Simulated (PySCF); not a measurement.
# Polarisability and C₆ of Fe⁺ (iron, charge +1)

[Ar] 3d6 4s1, high-spin 6D determinant. Calculation: PySCF 2.14, in x2c-QZVPPall with one added diffuse shell each of s, p, d, f, g type (12s8p6d5f3g, 128 functions); the spin-free X2C one-electron Hamiltonian (Gaussian nucleus). Coupled (time-dependent) response in atomic units; α is the mean over directions.

```
method  mean α (bohr³)         α xx, yy, zz  C₆ (like pair)  S(−4)
revPBE           25.30  24.94, 24.94, 26.03           127.7  498.6
```

S(−4) is the Cauchy moment in α(ω) = α(0) + S(−4) ω² + …

α(iu) at revPBE:

| u (hartree) | α(iu) (bohr³) |
| --- | --- |
| 0 | 25.30 |
| 0.0500 | 24.13 |
| 0.100 | 21.26 |
| 0.200 | 14.93 |
| 0.300 | 10.56 |
| 0.500 | 6.194 |
| 0.750 | 3.959 |
| 1.00 | 2.880 |
| 1.50 | 1.826 |
| 2.00 | 1.301 |
| 3.00 | 0.7732 |
| 5.00 | 0.3701 |

A single London oscillator, α(iu) = α/(1 + u²/ω²), gives C₆ = (3/4) ω α². Matching the computed C₆ needs ω = 4 × 127.7 / (3 × 25.30²) = 0.266 hartree.

For an ion, C₆ is the dispersion term alone; charge-induced terms of lower order in 1/R come first.

The components differ because the open shell of this determinant is not spherical; for a pure term their mean is the scalar polarisability.
